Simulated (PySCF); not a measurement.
## Cost of response and excited-state runs on `InChI=1S/C3H8ClPSi2/c1-2-3-7(4)5-6/h1,5,7H,3H2,6H3/t7-/m0/s1`

Molfile (atoms numbered from 1):
```
C3H8ClPSi2
     RDKit          3D

 15 14  0  0  0  0  0  0  0  0999 V2000
    3.6894    0.3746    0.5939 C   0  0  0  0  0  0  0  0  0  0  0  0
    2.5987    0.2844    0.1094 C   0  0  0  0  0  0  0  0  0  0  0  0
    1.2772    0.1619   -0.4515 C   0  0  0  0  0  0  0  0  0  0  0  0
    0.1378   -0.9343    0.6302 Si  0  0  1  0  0  4  0  0  0  0  0  0
   -0.1932    0.0044    2.3945 Cl  0  0  0  0  0  0  0  0  0  0  0  0
   -1.7141   -1.3490   -0.5651 P   0  0  0  0  0  0  0  0  0  0  0  0
   -2.5909    0.6875   -0.8541 Si  0  0  0  0  0  4  0  0  0  0  0  0
    4.6504    0.4675    1.0027 H   0  0  0  0  0  0  0  0  0  0  0  0
    1.3496   -0.2744   -1.4501 H   0  0  0  0  0  0  0  0  0  0  0  0
    0.8442    1.1605   -0.5601 H   0  0  0  0  0  0  0  0  0  0  0  0
    0.7703   -2.2183    0.9360 H   0  0  0  0  0  0  0  0  0  0  0  0
   -2.4864   -1.6843    0.5271 H   0  0  0  0  0  0  0  0  0  0  0  0
   -1.8303    1.3004   -1.9447 H   0  0  0  0  0  0  0  0  0  0  0  0
   -2.5210    1.5423    0.3332 H   0  0  0  0  0  0  0  0  0  0  0  0
   -3.9862    0.4848   -1.2402 H   0  0  0  0  0  0  0  0  0  0  0  0
  1  2  3  0
  2  3  1  0
  3  4  1  0
  4  5  1  0
  4  6  1  0
  6  7  1  0
  1  8  1  0
  3  9  1  0
  3 10  1  0
  4 11  1  1
  6 12  1  0
  7 13  1  0
  7 14  1  0
  7 15  1  0
M  END
```

PySCF with density fitting, on 1 thread of an Arm Neoverse V1, shared host. Command: `OMP_NUM_THREADS=1 python excited_run.py task.json out`

Q: How long does this run take, and how much memory?
- circular dichroism and optical rotation, B3LYP/def2-SVPD; 16 states; writes grids

A: 
```tsv
run	level	basis functions	wall time	peak memory (GiB)
circular dichroism and optical rotation	B3LYP/def2-SVPD	223	120 s	0.97
```
Times from a shared host are rough.
